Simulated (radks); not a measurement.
Q: Method: scalar-relativistic Kohn-Sham, exchange-only LDA, spin-polarised, spherical densities, finite nucleus; open shells are filled with parallel spins first (spin-orbit coupling, left out, can overturn this in heavy ions); Fermi nuclear charge, rms radius of each element as measured or else 0.836 A^(1/3) + 0.57 fm; computed with a radial shooting solver on a logarithmic mesh with Libxc functionals. Response by self-consistent Sternheimer equations with the Hartree and adiabatic exchange-only LDA kernel, the relativistic mass of each level held fixed and spin-orbit coupling left out. For heavy and open-shell atoms this level of theory can miss by tens of per cent. Rank O2+, S+, Ba3+, Mo2+, Pt, Au+, Zn, Tc+ (NIST ground configurations) by static dipole polarisability, largest first.

A: Pt 41.26, Zn 39.14, Tc+ 33.89, Au+ 15.04, S+ 11.40, Mo2+ 11.31, Ba3+ 8.404, O2+ 1.795 bohr^3.
